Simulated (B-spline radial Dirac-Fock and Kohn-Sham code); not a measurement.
Level of theory: the Dirac equation of a negative muon with reduced mass in the field of a spherical finite nucleus, with the Uehling potential to all orders; nuclear polarisation, deformation, hyperfine structure, self-energy, higher-order vacuum polarisation, relativistic recoil and electron screening are left out; an atomic code on a B-spline grid. The nuclear charge is a Fermi distribution (skin thickness 2.3 fm).

Problem. A muonic atom of atomic mass 140.92 u emits these computed lines: 2p3/2 → 1s1/2 4530 keV, 3d5/2 → 2p3/2 1494 keV, 4f7/2 → 3d5/2 532.9 keV, 5g9/2 → 4f7/2 245.4 keV. Which element is it, and what rms charge radius was used?

Solution. Samarium (Z = 62, nuclide ¹⁴¹Sm); the high transitions hardly feel the nucleus and fix Z. The 2p → 1s line lies 4157 keV below the value for a point nucleus without QED, which for this nuclear model gives a radius near 4.95 fm (4.9517 fm was used).
